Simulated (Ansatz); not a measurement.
Reactions of CH₈AlFSi₂ (`F[CH]([AlH2])[SiH2][SiH3]`).

Computed with Ansatz on PBE0-D4/def2-TZVP structures; ΔE is electronic, products minus reactants. CBS: MP2 limit from def2 TZ/QZ plus the TZ coupled-cluster correction, frozen cores. This one scheme is used for every species. Functionals use def2-TZVPP. For Br, Ge outer-core shells are correlated without core-valence functions, which leaves a few kJ/mol of doubt a bond. Scalar relativity is left out up to krypton. Each species was taken in one conformer, which may not be the lowest.

| reaction | CCSD(T)/CBS(def2) (kJ/mol) |
| --- | --- |
| `F[CH]([AlH2])[SiH2][SiH3]` + H₂ → `F[CH2][AlH2]` + `[SiH3][SiH3]` | -26 |
| `F[CH]([AlH2])[SiH2][SiH3]` → `F[CH2][Al]([SiH3])[SiH3]` | -23 |
| `F[CH]([AlH2])[SiH2][SiH3]` + H₂ → `FC[SiH2][SiH3]` + `[AlH3]` | -25 |
| `F[CH]([AlH2])[SiH2][SiH3]` + `[NH2][GeH3]` → `[SiH3][SiH2][NH][GeH3]` + `F[CH2][AlH2]` | -58 |
| `F[CH]([AlH2])[SiH2][SiH3]` + `CC(N)=S` → `CC(=S)[NH][AlH2]` + `FC[SiH2][SiH3]` | -104 |
| `F[CH]([AlH2])[SiH2][SiH3]` + `CSCF` → `FCSC[SiH3]` + `F[CH]([AlH2])[SiH3]` | ? |
| `F[CH]([AlH2])[SiH2][SiH3]` + CH₃OH → `CO[SiH2][SiH3]` + `F[CH2][AlH2]` | ? |
| `F[CH]([AlH2])[SiH2][SiH3]` + `NCF` → `FC[NH][AlH2]` + `FC[SiH2][SiH3]` | ? |
| `F[CH]([AlH2])[SiH2][SiH3]` + `ClCBr` → `[SiH3]C(Cl)Br` + `F[CH]([AlH2])[SiH3]` | 7 |
| `F[CH]([AlH2])[SiH2][SiH3]` → `F[SiH]([SiH3])[CH2][AlH2]` | -277 |

**Question.** Fill in the missing values. (An estimate is asked.)

**Answer.** The calculation gave: `F[CH]([AlH2])[SiH2][SiH3]` + `CSCF` → `FCSC[SiH3]` + `F[CH]([AlH2])[SiH3]`: +8.7 kJ/mol; `F[CH]([AlH2])[SiH2][SiH3]` + CH₃OH → `CO[SiH2][SiH3]` + `F[CH2][AlH2]`: -87.5 kJ/mol; `F[CH]([AlH2])[SiH2][SiH3]` + `NCF` → `FC[NH][AlH2]` + `FC[SiH2][SiH3]`: -103.2 kJ/mol.

Largest T1 diagnostic: 0.017, for `CC(=S)[NH][AlH2]`.
